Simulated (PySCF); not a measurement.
Compound: C5H14Si2.
SMILES with atom numbers: `[CH3:1][CH2:2][CH2:3]/[C:4]([SiH3:5])=[CH:6]\[SiH3:7]` (hydrogens: H8, H9, H10 on C1; H11, H12 on C2; H13, H14 on C3; H15, H16, H17 on Si5; H18 on C6; H19, H20, H21 on Si7)

Level: PBE0/def2-SVPD in PySCF, non-relativistic, on one gas-phase PBE0-D3(BJ)/def2-SVP geometry that isn't relaxed in the solvent. The solvent is an IEF-PCM continuum (cavity from Bondi-type radii × 1.2), and excitations are vertical TDDFT with non-equilibrium linear response and a frozen core. Specific hydrogen bonds and non-electrostatic terms are outside this model.

Gas-phase singlets (H = HOMO, L = LUMO):

| state | E (eV) | λ (nm) | f | leading configuration |
| --- | --- | --- | --- | --- |
| S1 | 5.616 | 221 | 0.001 | H-1→L 98% |
| S2 | 6.089 | 204 | 0.377 | H→L 96% |
| S3 | 6.863 | 181 | 0.001 | H→L+1 92% |
| S4 | 7.148 | 173 | 0.005 | H-2→L 67% |
| S5 | 7.207 | 172 | 0.003 | H-3→L 58% |

Q: How does the list change in chloroform (ε = 4.711)?

A: 
| state | E (eV) | λ (nm) | f | leading configuration | change by rank (eV) |
| --- | --- | --- | --- | --- | --- |
| S1 | 5.598 | 221 | 0.001 | H-1→L 97% | -0.018 |
| S2 | 5.973 | 208 | 0.503 | H→L 96% | -0.116 |
| S3 | 6.858 | 181 | 0.001 | H→L+1 92% | -0.005 |
| S4 | 7.126 | 174 | 0.008 | H-3→L 84% | -0.022 |
| S5 | 7.137 | 174 | 0.002 | H-2→L 88% | -0.070 |

Q: How do the frontier levels move from gas to chloroform?

A: 
| orbital | gas (eV) | solvent (eV) | change (eV) | Löwdin shares, gas | Löwdin shares, solvent |
| --- | --- | --- | --- | --- | --- |
| LUMO+2 | 0.84 | 0.91 | +0.07 | Si5 30 %, Si7 14 %, H17 10 %, H15 7 % | Si5 29 %, Si7 17 %, H17 10 %, H15 8 % |
| LUMO+1 | 0.37 | 0.46 | +0.09 | Si5 22 %, Si7 15 %, C6 7 %, C1 5 % | Si5 22 %, Si7 17 %, C6 7 %, C1 5 % |
| LUMO | -0.97 | -0.89 | +0.08 | C6 29 %, C4 28 %, Si7 13 %, Si5 7 % | C6 29 %, C4 28 %, Si7 13 %, Si5 7 % |
| HOMO | -7.62 | -7.53 | +0.09 | C6 33 %, C4 29 %, Si7 7 %, C3 6 % | C6 33 %, C4 29 %, Si7 6 %, C3 6 % |
| HOMO-1 | -8.15 | -8.05 | +0.10 | C4 21 %, C6 18 %, Si5 15 %, Si7 13 % | C4 21 %, C6 18 %, Si5 15 %, Si7 12 % |
| HOMO-2 | -9.35 | -9.23 | +0.12 | Si7 22 %, H21 19 %, C2 12 %, H11 7 % | C2 16 %, Si7 14 %, H21 12 %, H11 10 % |
| HOMO-3 | -9.51 | -9.37 | +0.14 | C2 16 %, C1 12 %, C3 12 %, C4 8 % | C2 18 %, C1 13 %, C3 10 %, H12 9 % |

The HOMO–LUMO gap goes from 6.64 to 6.64 eV.

Shape of the structure used: `[CH3:1][CH2:2][CH2:3]/[C:4]([SiH3:5])=[CH:6]\[SiH3:7]`: C1–C2–C3–C4 -62°, C2–C3–C4–Si5 -57°.
